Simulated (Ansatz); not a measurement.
`[SiH3][CH2][GeH2][PH2]` at its PBE0-D4/def2-TZVP geometry, where that method's forces vanish. Total charge 0; spin multiplicity 1.

```xyz
13

Si   -1.3686    0.7997    1.5159
C    -0.4136   -0.4140    0.4617
Ge    0.7608    0.4409   -0.8554
P     1.9562   -1.0685   -2.1566
H    -2.2247    1.6607    0.6563
H    -2.2419    0.0975    2.4959
H    -0.4285    1.6745    2.2670
H     0.2038   -1.0533    1.0990
H    -1.1081   -1.0642   -0.0776
H     1.7810    1.3424   -0.1335
H    -0.0771    1.3150   -1.8084
H     0.8159   -1.8737   -2.4246
H     2.3448   -1.8569   -1.0396
```

Task: What forces (eV/Å) does ωB97M-V/def2-TZVPP give on these atoms in Ansatz 0.2.0? (An estimate is asked.)

Result: Computed: 
```
Si1 -0.082  0.072  0.091
C2   0.004 -0.033 -0.004
Ge3  0.027  0.067 -0.031
P4  -0.083 -0.115  0.093
H5   0.097 -0.093  0.088
H6   0.102  0.082 -0.115
H7  -0.097 -0.095 -0.086
H8  -0.046  0.040 -0.043
H9   0.048  0.040  0.040
H10 -0.075 -0.058 -0.042
H11  0.051 -0.056  0.071
H12  0.094  0.075  0.031
H13 -0.040  0.074 -0.092
```
